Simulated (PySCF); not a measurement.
Si(F)(Me)3 (C3H9FSi), SMILES C[Si](C)(F)C. Geometry: PBE0-D3(BJ)/def2-SVP.

The numbers are results of PBE0-D3(BJ)/def2-SVP run with PySCF, not measurements.

Harmonic wavenumbers (cm⁻¹): 133, 156, 156, 191, 191, 230, 271, 271, 616, 668, 692, 692, 765, 765, 788, 864, 864, 927, 1267, 1267, 1272, 1416, 1423, 1423, 1431, 1431, 1442, 3056, 3056, 3058, 3159, 3159, 3161, 3165, 3166, 3166. Rotational constants (GHz): 3.343, 3.343, 3.113; symmetry number 3.

Problem. Work out the zero-point energy and the ideal-gas rigid-rotor harmonic-oscillator thermochemistry at 298.15 K and 1 atm.

Solution. ZPE = ½ Σ hcν = ½ × 49755 cm⁻¹ = 71.13 kcal/mol. H − E(el) = 76.98 kcal/mol. Entropy in cal/(mol K): translation 39.48, rotation 24.44, vibration 20.33, total 84.25. G − E(el) = 51.86 kcal/mol. Cp = 30.92 cal/(mol K). Modes under 150 cm⁻¹ make the vibrational entropy uncertain.
